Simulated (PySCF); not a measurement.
BiCl2, charge +1, singlet, geometry from GFN2-xTB (such geometries of metal compounds can be far from the true shape) (core potentials on Bi). Base run: SCAN/def2-SVP run with PySCF.

Here is a job for PySCF.
```python
from pyscf import gto, scf, dft

mol = gto.M(
    atom='''
Bi    0.310976   -0.028722    0.362210
Cl    0.558682    0.400373   -1.989456
Cl   -2.076977   -0.260142    0.221021
''',
    basis='def2-svp',
    ecp={'Bi': 'def2-svp'},
    charge=1,
    spin=0,
    verbose=4,
)

mf = dft.RKS(mol)
mf.xc = 'scan'
mf.kernel()
```

Each row names what was changed in the base input (with any setting that the change needs).

```csv
change,ΔE vs base (mEh),grid points,electrons on the grid
base,0.000,61208,56.00000
"grids.atom_grid = (50, 194)",-33.799,18952,55.99994
"grids.atom_grid = (75, 302)",-3.721,40736,56.00000
grids.prune = off,0.001,112840,56.00000
grids.radi_method = mura_knowles,-9.135,54904,56.00000
grids.level = 0,110.2,6496,55.98674
grids.radi_method = gauss_chebyshev,-16.783,58552,56.00000
grids.prune = dft.gen_grid.treutler_prune,0.001,59864,56.00000
small_rho_cutoff = 0,0.000,61208,56.00000
grids.level = 5,-7.376,136048,56.00000
grids.radi_method = delley,-11.573,59840,56.00000
```
